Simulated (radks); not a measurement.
Values are calculated unless marked as measured or tabulated.
Mean orbital radii <r> (bohr) of neutral iridium, [Xe] 4f14 5d7 6s2, of relativity; Dirac values are averaged over j with weights 2j + 1. Spin-unpolarised spherical Kohn-Sham, PBE, point nucleus unless stated (finite: rms radius 5.4032 fm), a radial shooting solver on a logarithmic mesh with Libxc functionals. A level marked "c x" has the speed of light scaled by that factor and shares open shells by 2j + 1; other Dirac levels either fill j = l - 1/2 first or share by 2j + 1.

shell       non-rel.
3s            0.2098
3p            0.2001
3d            0.1750
4s            0.4644
4p            0.4697
4d            0.4808
5s             1.078
4f            0.5213
5p             1.179
5d             1.662
6s             3.280
6p (empty)     4.715

Give the values at the level "Dirac, low j first".

Answer. 
shell       Dirac, low j first  change of magnitude (%)
3s                      0.1899                    -9.50
3p                      0.1903                    -4.89
3d                      0.1733                    -0.98
4s                      0.4232                    -8.89
4p                      0.4491                    -4.37
4d                      0.4787                    -0.44
5s                      0.9789                    -9.16
4f                      0.5359                    +2.81
5p                       1.132                    -3.97
5d                       1.730                    +4.08
6s                       2.907                   -11.36
6p (empty)               4.643                    -1.51
